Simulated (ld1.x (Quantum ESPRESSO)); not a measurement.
As, TM: configuration errors across variants

As (Z = 33), norm-conserving Troullier–Martins (Kleinman–Bylander form), made with ld1.x (Quantum ESPRESSO) 7.5 (PBE, scalar-relativistic). Core [Ar] 3d10, reference 4s1.5 4p3.5. Waves: 4s (bound): rc 1.75 bohr; 4p (bound): rc 1.65 bohr; 4d channel at 0.05 Ry: rc 1.70 bohr. Local part: the d channel. Core correction: Bessel-smoothed model core inside 1.15 bohr.

All-electron excitation energies from the reference (eV): (1) 4s2 4p3 -4.679; (2) 4s2 4p2 4.470; (3) 4s2 4p1 22.388; (4) 4s1 4p4 4.738; (5) 4s0 4p5 14.377; (6) 4s1 4p3 14.577.

Tests that are not counted but printed errors over 1 eV. “wave 4s (bound): rc 1.75 bohr becomes 4s (bound): rc 1.42 bohr”: 4s1 4p0 (solver errors, printed error +12.7 eV). “wave 4s (bound): rc 1.75 bohr becomes 4s (bound): rc 2.06 bohr”: 4s1 4p0 (solver errors, printed error -6.4 eV).

A true bound ghost makes a file unfit for plane-wave use even where its test errors are small: the radial tests pick states by their node count and pass the ghost by. Where a test does run into it, the solver fails or the error is huge.

Errors AE − PS in meV (a dash: test not solved or not reliable):

| change | (1) | (2) | (3) | (4) | (5) | (6) | bound ghosts |
| --- | --- | --- | --- | --- | --- | --- | --- |
| base | -2.0 | -3.0 | -17 | -3.0 | -27 | -13 | s, p |
| wave 4s (bound): rc 1.75 bohr becomes 4s (bound): rc 1.26 bohr | -2.6 | -3.6 | -20 | -3.5 | -31 | -14 | s, p |
| wave 4s (bound): rc 1.75 bohr becomes 4s (bound): rc 1.42 bohr | -1.8 | -2.8 | -17 | -2.8 | -25 | -12 | s, p |
| wave 4s (bound): rc 1.75 bohr becomes 4s (bound): rc 2.06 bohr | -4.8 | -5.3 | -16 | -6.0 | -55 | -17 | p |
| wave 4s (bound): rc 1.75 bohr becomes 4s (bound): rc 2.34 bohr | -9.4 | -8.4 | -10 | -11 | -100 | -23 | p |
| wave 4s (bound): rc 1.75 bohr becomes 4s (bound): rc 2.56 bohr | -13 | -10 | -3.4 | -15 | -139 | -29 | p |

**Question.** Give the same row for: wave 4s (bound): rc 1.75 bohr becomes 4s (bound): rc 1.80 bohr.

**Answer.** -2.2, -3.1, -17, -3.3, -29, -13; bound ghosts: s, p. Not counted: 4s1 4p0 (solver errors, printed error -7.4 eV).
